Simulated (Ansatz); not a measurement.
Basis-set extrapolation for `O[SiH](O)N[SiH](O)Cl` (PBE0-D4/def2-TZVP geometry, frozen core, Ansatz 0.2.0). Multiplicity 1, RHF reference.

|  | def2-TZVPP | def2-QZVPP |
| --- | --- | --- |
| HF | -1320.366787 | -1320.412490 |
| MP2 correlation | -1.353520 | -1.467714 |
| CCSD(T) correlation | -1.447879 | not run |

Energies in hartree. Use E(X) = E(∞) + A·exp(−7.88·√X) for Hartree–Fock and E(X) = E(∞) + B·X^(−2.97) for correlation, with X = 3 and 4, and add CCSD(T) minus MP2 of the smaller set to the MP2 limit.

Task: What is the CCSD(T) energy at the basis-set limit?

Result: HF limit: -1320.412490 + (-0.045703) × 0.13774 = -1320.41879. MP2 limit: -1.467714 + (-0.114194) × 0.74074 = -1.55230. Higher-order term: -1.447879 − (-1.353520) = -0.09436. Total: -1322.06545 hartree, 157.4 kcal/mol below CCSD(T)/def2-TZVPP.
